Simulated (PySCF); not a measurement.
**Ionising InBi**

PBE0; basis In cc-pVDZ-PP with ECP28, Bi cc-pVDZ-PP with ECP60; scalar-relativistic core potentials; PySCF 2.14. Neutral (UKS): triplet (π ↑↑), Re = 3.026 Å, ωe = 126 cm⁻¹, De = 1.57 eV, HOMO -4.74 eV, LUMO -2.82 eV.

InBi⁺ (UKS): quartet (σ ↑, π ↑↑), Re = 3.202 Å, ωe = 75.5 cm⁻¹. The energies at the minima are -404.77885 hartree for InBi and -404.53826 for InBi⁺.

(1) Work out the adiabatic ionisation energy, without and with harmonic zero-point energies (1 hartree = 27.2114 eV, 1 eV = 8065.5 cm⁻¹), and the change of the bond length.

Spin–orbit coupling is left out, which matters for elements this heavy, above all for dissociation energies. States were picked by a PBE0 search and need not be the measured ground states.

Answers

(1) At PBE0: 0.24059 hartree = 6.547 eV between the minima; the zero-point term (75.5 − 126.0)/2 cm⁻¹ = -0.003 eV makes it 6.544 eV. Re changes by +17.6 pm against the neutral. The electron leaves a σ orbital, and the longer bond of the ion fits a bonding orbital, or a change in how ionic the bond is.
